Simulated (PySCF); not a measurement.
# Correlation energy of Ni²⁺ (nickel, charge +2)

[Ar] 3d7 4s1, high-spin 5F determinant (an excited configuration). Computed with PySCF 2.14 in ANO-RCC-VTZP (6s5p3d2f1g, 59 functions), with scalar relativity by spin-free X2C-1e. Frozen: [Ne]; 16 electrons correlated.

```
  level  correlation energy (mhartree)
   CCSD                        -520.35
    (T)                          -7.21
CCSD(T)                        -527.56
```

Diagnostics: T1 = 0.0071, D1 = 0.0174, largest double amplitude 0.018.

Q: Is a single reference adequate?

A: Yes: T1 lies below 0.03 and no double amplitude reaches 0.07.
